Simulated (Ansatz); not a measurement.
One geometry of V₂N₂, several levels of theory.

```yaml
crystal:
  periodic: [false, false, false]
  atoms:
    - {symbol: V, position_ang: [-0.612907, 0.544961, -0.875187]}
    - {symbol: V, position_ang: [1.129677, 0.392444, -0.091739]}
    - {symbol: N, position_ang: [-0.105527, -1.013281, 0.037202]}
    - {symbol: N, position_ang: [-0.411234, 0.075866, 0.929724]}
basis:
  gaussian: {orbitals: def2-TZVP, initial_orbitals: start.molden}
hamiltonian: {xc: {text: "exchange = 0.90*pbe_x + 0.10*exact_x\ncorrelation = pbe_c"}}
scf: {omitted_lower_state_checks: [starts]}
output: {orbitals: {seedname: orbitals}}
```

The file start.molden holds the orbitals of an earlier run on this structure, at another level or in another basis.

```sh
$ ansatz run in.yaml --threads 4 --pin off --events-out ev --progress --plain --max-ram 3916MiB
```

It prints (some lines left out):

```
Functional definition: unnamed
1196 factors; their error is unknown
mean field evaluation 1: about -54338.2883 eV, gradient 6.9e0 eV
mean field evaluation 2: about -54338.3689 eV, gradient 1.5e-1 eV
mean field evaluation 4: about -54338.4222 eV, gradient 1.4e-3 eV
mean field evaluation 8: about -54338.4222 eV, gradient 7.5e-6 eV
mean field -54338.42223660 eV, -1996.9001852897 hartree, gradient 7.5e-6 eV, S^2 0.000000; 0 other end points of the search recorded, 0 dependent functions left out
reference -54338.42227524 eV, -1996.9001867094 hartree; 30, 30 occupied and 122, 122 virtual orbitals, 1196 factors
Total energy: -54338.42227524 eV, -1996.9001867094 hartree
Checks for a lower state left out: starts
```

Run time 2.1 s (4 threads of Arm Neoverse V1 on a shared host).

The first input with `gaussian: {orbitals: 6-31G}`, `hamiltonian: {xc: hf}` (abridged; 1.3 s):

```
Functional definition: HF
mean field evaluation 16: about -54259.3494 eV, gradient 5.7e-2 eV
mean field evaluation 32: about -54259.9078 eV, gradient 4.5e-2 eV
mean field -54259.90757943 eV, -1994.0148248576 hartree, gradient 5.6e-6 eV, S^2 0.000000
Total energy: -54259.90757943 eV, -1994.0148248576 hartree
Checks for a lower state left out: starts
```

As the first input, with `hamiltonian: {xc: {text: "exchange = 0.85*pbe_x + 0.15*exact_x\ncorrelation = pbe_c"}}` (abridged; 2.1 s):

```
Functional definition: unnamed
mean field -54338.05001023 eV, -1996.8865062228 hartree, gradient 1.8e-5 eV, S^2 0.000000
Total energy: -54338.05004678 eV, -1996.8865075658 hartree
Checks for a lower state left out: starts
```

As the first input, with `hamiltonian: {xc: {text: "exchange = 0.95*pbe_x + 0.05*exact_x\ncorrelation = pbe_c"}}` (abridged; 2.1 s):

```
Functional definition: unnamed
mean field -54338.81367913 eV, -1996.9145705372 hartree, gradient 7.9e-5 eV, S^2 0.000000
Total energy: -54338.81371983 eV, -1996.9145720329 hartree
Checks for a lower state left out: starts
```

As the first input, with `hamiltonian: {xc: {name: wB97X-V}}` (abridged; 11 s):

```
Functional definition: wB97X-V
mean field -54343.03283125 eV, -1997.0696215179 hartree, gradient 1.8e-5 eV, S^2 0.000000
Total energy: -54343.03282915 eV, -1997.0696214406 hartree
Checks for a lower state left out: starts
```

As the first input, with `hamiltonian: {xc: pbe0, dispersion: d4}`, `output: {forces: true, orbitals: {seedname: orbitals}}` (abridged; 3.3 s):

```
Functional definition: PBE0
mean field -54337.36010181 eV, -1996.8611525560 hartree, gradient 1.6e-5 eV, S^2 0.000000
Total energy: -54337.46054012 eV, -1996.8648435958 hartree
Atom 0 force    -0.024489    -0.263450     0.313688 eV/Å
Atom 1 force    -0.255126    -0.243771     0.209504 eV/Å
Atom 2 force    -0.107875     1.137485     0.462927 eV/Å
Atom 3 force     0.387491    -0.630263    -0.986118 eV/Å
Dipole moment:     0.282601     0.512637    -0.528778 e Å
Checks for a lower state left out: starts
```

The first input with `hamiltonian: {xc: {text: "exchange = 0.50*pbe_x + 0.50*exact_x\ncorrelation = pbe_c"}}` (abridged; 3.7 s):

```
Functional definition: unnamed
mean field -54335.94634698 eV, -1996.8091980243 hartree, gradient 2.7e-5 eV, S^2 0.000000
Total energy: -54335.94636857 eV, -1996.8091988175 hartree
Checks for a lower state left out: starts
```

Geometry: PBE-D4/def2-SVP.

The 6-31G sets use Cartesian d functions. The restricted singlet is unstable towards broken spin symmetry in Hartree–Fock (as tested in another run); at HF/6-31G this wasn't settled. At PBE0-D4/def2-TZVP the restricted singlet is unstable: a solution with broken spin symmetry lies lower. The order of the spin states hangs on the level: the triplet lies 1.27 eV below the singlet at PBE with 50 % exact exchange/def2-TZVP, but 0.30 eV above it at PBE with 10 % exact exchange/def2-TZVP. The triplet is doubtful at PBE with 50 % exact exchange/def2-TZVP (⟨S²⟩ 3.79, where a pure state has 2.00). The structure comes from a short search, and lower isomers may exist.
